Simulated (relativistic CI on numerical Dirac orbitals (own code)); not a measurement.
Radial parameters of Eu⁶⁺

Method of calculation: Dirac-Coulomb-Breit CI, separate exchange-only KLI orbitals for each configuration, a model potential for QED, unscaled Slater integrals (own radial code, finite nucleus).

Slater integrals F^k, G^k are unscaled and averaged over j, outside the closed core [Kr] 4d10; ζ comes from projecting the Hamiltonian with its Breit term on Σ l·s of the shell.

- 4f5 5s2 5p4: F^2(4f,4f) = 122510, F^4(4f,4f) = 77303, F^6(4f,4f) = 55737, ζ(4f) = 1438.6, F^2(5p,5p) = 74752, F^2(4f,5p) = 58234, G^2(4f,5p) = 28002, G^4(4f,5p) = 22458, ζ(5p) = 26979 cm⁻¹; <r>(4f) = 0.7955, <r^2>(4f) = 0.7795, <r>(5p) = 1.436, <r^2>(5p) = 2.31 (bohr units).
- 4f4 5s 5p6: F^2(4f,4f) = 127870, F^4(4f,4f) = 80945, F^6(4f,4f) = 58444, ζ(4f) = 1584, G^3(4f,5s) = 31166 cm⁻¹; <r>(4f) = 0.7679, <r^2>(4f) = 0.7207, <r>(5s) = 1.271, <r^2>(5s) = 1.804 (bohr units).
- 4f3 5s2 5p5 6s: F^2(4f,4f) = 133490, F^4(4f,4f) = 84786, F^6(4f,4f) = 61303, ζ(4f) = 1670.8, F^2(4f,5p) = 59663, G^2(4f,5p) = 25994, G^4(4f,5p) = 21490, ζ(5p) = 30302, G^3(4f,6s) = 4951.6, G^1(5p,6s) = 9064.7 cm⁻¹; <r>(4f) = 0.7409, <r^2>(4f) = 0.6647, <r>(5p) = 1.382, <r^2>(5p) = 2.141, <r>(6s) = 2.524, <r^2>(6s) = 7.061 (bohr units).

Averages of the first 3 configurations, taken without configuration mixing, which lowers the lowest level and can move excited configurations by several eV; other configurations of the list can lie among them:

```tsv
Configuration	Parity	States	Average energy above the lowest level (eV)
4f5 5s2 5p4	odd	30030	15.1
4f4 5s 5p6	even	2002	34.5
4f3 5s2 5p5 6s	even	4368	48.8
```
